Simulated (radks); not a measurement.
Task: Ar III, configuration [Ne] 3s1.5 3p4 4f0.5 (fractional occupations, a model configuration). Calculated with a radial shooting solver on a logarithmic mesh with Libxc functionals: Dirac Kohn-Sham, BLYP, spin-unpolarised, spherical densities, point nucleus; open shells fill j = l - 1/2 first. Some entries of the table are withheld. Estimate them.

orbital  occ.  eigenvalue (hartree)  <r> (bohr)
1s1/2       2             -116.1199     0.08572
2s1/2       2             -12.26617      0.4137
2p1/2       2              -9.86773      0.3744
2p3/2       4              -9.78515      0.3767
3s1/2     1.5              -2.04274       1.308
3p1/2       2                   (1)       1.426
3p3/2       2                   (2)       1.432
4f5/2     0.5              -0.19863         (3)
4f7/2       0              -0.19863         (4)

Result: 
(1) 3p1/2 eigenvalue (hartree): -1.48392
(2) 3p3/2 eigenvalue (hartree): -1.47512
(3) 4f5/2 <r> (bohr): 6.331
(4) 4f7/2 <r> (bohr): 6.331
